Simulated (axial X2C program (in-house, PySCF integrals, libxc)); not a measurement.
# Worked dissociation energy of MgNi⁺: TPSS, without spin–orbit coupling

Computed with an in-house all-electron X2C program for linear molecules (integrals from PySCF). Spin-free means the one-electron spin-free X2C Hamiltonian. Basis: Ni dyall-v2z [7s8p4d2f], Mg dyall-v2z [7s7p3d] (cores contracted in-house); Gaussian nuclei, density fitting, unrestricted open shells. Masses: Ni 57.935 u, Mg 23.985 u.

Molecular state: M_S = 1/2, Λ = 2 (beyond evenly filled blocks: δ+α, δ+β, δ-α).

| Quantity | Value |
| --- | --- |
| E(Ni) (2M_S = 2, M_L = 0) | -1520.598756 hartree |
| E(Mg+) (2M_S = 1, M_L = 0) | -200.117360 hartree |
| E(MgNi⁺) at Re | -1720.803325 hartree |
| ωe | 312.8 cm⁻¹ |
| ωexe | 1.53 cm⁻¹ |

(1) Work out De and D0.

The state is a single determinant with fixed occupations, the lowest that a limited PBE0 search found. De is counted from the lowest determinant-based energies of the atoms at the same level, without counterpoise correction. Other states lie close and PBE0, whose exact exchange favours high spin, may order them wrongly; the determinant shown need not be the ground state. The nearest other spin-free determinant of the search, M_S = 1/2, Λ = 0, lies 0.05 eV up at the distance of the search. Without a current term, density functionals place determinants with orbital angular momentum somewhat too high. At some level and bond length an empty orbital lies below a filled one. The determinant is spin-polarised beyond a pure state at some levels (its spin-free form has ⟨S²⟩ too high), which makes Re and μ there less reliable.

Each atomic determinant is the lowest at this level and need not be a pure term. Totals compare only within one Hamiltonian and basis.

Answers

(1) De = -1520.598756 + (-200.117360) − (-1720.803325) = 0.08721 hartree = 2.373 eV. The zero-point energy is ωe/2 − ωexe/4 = 156 cm⁻¹ = 0.019 eV, so D0 = 2.354 eV.
